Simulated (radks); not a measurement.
Results of a calculation; reference values are marked as such.
Problem. These are the eigenvalues of the occupied orbitals of an atom or ion with whole-number occupations (eV). Code: a radial shooting solver on a logarithmic mesh with Libxc functionals. Model: scalar-relativistic Kohn-Sham, PBEsol, spin-polarised, spherical densities, finite nucleus; Fermi nuclear charge, rms radius of each element as measured or else 0.836 A^(1/3) + 0.57 fm.

1s: -5001.890

Which element is it, and in what charge state? The configuration may be excited. Open shells, if any, are filled with parallel spins first.

Solution. Z = 20, calcium, charge +18: Ca18+ in [He]. The 1s level, -183.82 hartree, gives Z - s = 19.2 by -(Z - s)^2/2, which with screening and relativity narrows Z to a few neighbours, and with so few levels the electron count can be read from the list.
